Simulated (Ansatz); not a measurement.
Total energies of [CuI2]- (CuI₂⁻) from Ansatz at PBE0-D4/def2-TZVPD, gas phase (1 Eh = 27.2114 eV = 2625.5 kJ/mol). The reference geometry is relaxed at r2SCAN-D4/def2-TZVPD.

| atom | x (Å) | y (Å) | z (Å) |
| --- | --- | --- | --- |
| Cu1 | 0.0000 | 0.0002 | 0.0000 |
| I2 | 1.2937 | -1.8465 | 0.9111 |
| I3 | -1.2938 | 1.8463 | -0.9110 |

| state | geometry | energy (Eh) |
| --- | --- | --- |
| charge -1 singlet | reference | -2235.96029 |
| charge 0 doublet | reference | -2235.80665 |
| charge 0 doublet | relaxed at r2SCAN-D4/def2-TZVPD | -2235.80732 |

In the def2 sets I takes a core potential; there is no spin–orbit coupling.

Question: Work out the vertical ionisation energy to the doublet.

Answer: E(charge 0 doublet) − E(charge -1 singlet) = -2235.80665 − (-2235.96029) = 0.15364 Eh = 4.18 eV. For comparison, −ε of the highest occupied level is 2.52 eV at this level, 1.66 eV less.

Question: How much does the charge 0 doublet relax, and what is the adiabatic ionisation energy?

Answer: Relaxation: -2235.80665 − (-2235.80732) = 0.00067 Eh = 0.02 eV. Adiabatic ionisation energy: 0.15297 Eh = 4.16 eV, without zero-point energy.
